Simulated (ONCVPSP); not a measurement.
## Reading a pseudo-wave (chromium)

Columns: radius, all-electron u(r) and pseudo u(r) of the 3s shell (level -74.96 eV) of chromium in the configuration [Ne] 3s2 3p6 3d5 4p1; LDA (Perdew-Zunger), scalar-relativistic, ONCV scheme, ONCVPSP 4.0.1.

```tsv
r (bohr)	all-electron	pseudo
0.100	-0.1564	0.1031
0.200	-0.6202	0.2354
0.300	-0.3258	0.4100
0.400	0.2143	0.6167
0.500	0.6871	0.8250
0.600	0.9949	0.9980
0.700	1.1424	1.1065
0.800	1.1694	1.1393
0.900	1.1184	1.1037
1.000	1.0234	1.0191
1.100	0.9085	0.9079
1.200	0.7892	0.7891
1.300	0.6747	0.6746
1.400	0.5697	0.5697
1.500	0.4766	0.4765
1.600	0.3957	0.3956
1.700	0.3265	0.3264
1.800	0.2681	0.2680
1.900	0.2192	0.2192
2.000	0.1786	0.1786
2.100	0.1452	0.1451
2.200	0.1177	0.1176
2.300	0.0952	0.0951
2.400	0.0768	0.0768
2.500	0.0619	0.0619
2.600	0.0499	0.0498
```

**Question.** How many radial nodes do the two functions have?

**Answer.** The all-electron 3s function has n − l − 1 = 2 (the table is too coarse to show those close to the nucleus); the pseudo-wave has 0, since the states of the same l below it are removed with the core.

**Question.** At about which radius was the pseudo-wave matched?

**Answer.** 1.20 bohr, where the columns begin to agree (steps of 0.10 bohr).

**Question.** Where does each function peak?

**Answer.** Outermost all-electron maximum near 0.80 bohr, pseudo maximum near 0.80 bohr (to the table’s step).

**Question.** Is the pseudo-wave norm-conserving?

**Answer.** Yes: the ONCV scheme keeps the norm inside the radius equal to the all-electron one, which fixes the energy derivative of the logarithmic derivative at the level.
